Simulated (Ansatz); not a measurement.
`[SiH3][N]([SiH3])[ZnH]` + CH₃NH₂ → `C[NH][ZnH]` + `[SiH3]N[SiH3]`  (ligand exchange at a Zn–N bond)

Gas-phase electronic energies from Ansatz, PBE0-D4/def2-TZVP geometries. CCSD(T)/CBS is the MP2 limit (def2-TZVPP, def2-QZVPP) plus CCSD(T) − MP2 in def2-TZVPP, frozen cores. This one scheme is used for every species. DFT in def2-TZVPP. B3LYP here is the variant with VWN-RPA as its local correlation; programs differ in this. HSE06 is defined as in plane-wave codes. For Zn outer-core shells are correlated without core-valence functions, which leaves a few kJ/mol of doubt a bond. Scalar relativity is left out up to krypton.

| level | ΔE (kJ/mol) | difference from CCSD(T)/CBS |
| --- | --- | --- |
| PBE0-D4 | 36.9 | -2.3 |
| B3LYP-D4 | 34.2 | -5.0 |
| PBE | 29.7 | -9.5 |
| r2SCAN | 35.9 | -3.3 |
| HSE06 | 33.9 | -5.3 |
| RPA@PBE/def2-TZVPP | 40.3 | 1.1 |
| HF/def2-TZVPP | 38.0 | -1.2 |
| MP2/def2-QZVPP | 39.0 | -0.2 |
| HF/CBS(def2) | 38.6 | -0.6 |
| CCSD/CBS(def2) | 37.9 | -1.3 |
| CCSD(T)/CBS | 39.2 | 0 |

(1) What do rigid-rotor, harmonic-oscillator terms from PBE0-D4/def2-TZVP frequencies (298.15 K, 1 bar) make of the CCSD(T)/CBS value? (Estimate.)

Largest T1 diagnostic among the species: 0.015.

Answers

(1) Ansatz gave: ΔZPE = -3.4 kJ/mol, ΔH = +36.1 kJ/mol, ΔS = 28 J/(mol·K), ΔG = +27.7 kJ/mol. Modes under 50 cm⁻¹ make the entropy rough.

Leaving LDA and LC-ωPBE aside and taking each functional with its dispersion term where it has one, the values, not all of them listed here, spread over 7.8 kJ/mol, from CAM-B3LYP-D4 to BHLYP-D4. At CCSD(T), def2-SVP lies +13.5 kJ/mol from the extrapolated value and def2-TZVPP +0.8 kJ/mol. From PBE to PBE0 (25 % exact exchange), in def2-TZVPP and without D4, ΔE moves by +3.9 kJ/mol.

CCSD(T)/CBS has its own doubt, a few kJ/mol and more with outer-core shells, so smaller differences from it don't rank the levels.
